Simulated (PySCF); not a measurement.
Job for PySCF: R-B3LYP/6-311+G** on CHFO2 (a complex), monomers drawn apart or pushed together.

```python
from pyscf import gto, scf, dft, mp
from pyscf.data.elements import chemcore

mol = gto.M(
    atom='''
    F    -0.17405263   -0.13736342   -0.71344463
    H    -0.13006389   -0.46683909    0.15395053
    O    -0.01581749   -0.71963196    2.34403601
    C     0.03763226   -0.03911655    3.28601728
    O     0.09090365    0.62805355    4.22710181
    ''',
    basis='6-311+g**',
    charge=0, spin=0, verbose=3, max_memory=1800)
mf = dft.RKS(mol, xc='b3lyp')
mf.conv_tol = 1e-8
mf.max_cycle = 100
mf.kernel()
if not mf.converged:
    mf = mf.newton().run(mf.mo_coeff, mf.mo_occ)
```

Output:

```
converged SCF energy = -289.133594195635
```

Self-consistency was reached.

Cost: very roughly 4 core-seconds.
